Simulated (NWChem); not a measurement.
An input for the pair GaH2ClO···H2O2

GaH4ClO3: 9 atoms, total charge 0, spin state singlet. The two molecules were placed rigidly side by side, at 0.9 times the sum of the van der Waals radii of their closest atoms; the pair isn't optimised.

```xyz
9

O    -1.1624    0.5307   -0.4886
Ga    0.4600    0.2228    0.1545
Cl    0.9175   -1.8419    0.5129
H    -1.6823   -0.2671   -0.6140
H     1.4672    1.3553    0.4352
O    -3.8976    0.8069   -2.9610
O    -2.6623    1.4442   -2.6449
H    -4.0468    0.2852   -2.1630
H    -2.0725    1.0362   -3.2906
```

Settings wanted:

```yaml
task: energy
method: DFT
functional: M06-2X
basis_set: def2-SVP
integral_approximation: none
reference: RKS
relativity: none
integration_grid: fine
SCF_convergence_threshold: 1e-08
iteration_cap: 100
symmetry: none
module: dft
```

Q: Give an NWChem 7.3.0 job that does this.

A: One that was run (others would do as well):

calc.nw:
```
start calc
title "ClGaH4O3"
memory 2200 mb
charge 0

geometry units bohr noautosym nocenter noautoz
  O   -2.19661765   1.00295324  -0.92332018
  Ga   0.86927402   0.42110657   0.29196269
  Cl   1.73382372  -3.48061096   0.96924053
  H   -3.17908626  -0.50467026  -1.16029184
  H    2.77260617   2.56122141   0.82240881
  O   -7.36543434   1.52474442  -5.59551685
  O   -5.03096117   2.72908578  -4.99815552
  H   -7.64736258   0.53891210  -4.08753430
  H   -3.91651409   1.95815311  -6.21840837
end

basis "ao basis" spherical bse
  O library def2-SVP
  Ga library def2-SVP
  Cl library def2-SVP
  H library def2-SVP
end

dft
  xc m06-2x
  grid fine
  convergence energy 1e-08
  iterations 100
  mulliken
  noprint "final vectors analysis"
end

task dft energy
```

```bash
$ nwchem calc.nw > calc.out
```

Calculated total energy: -2612.42200 Eh.
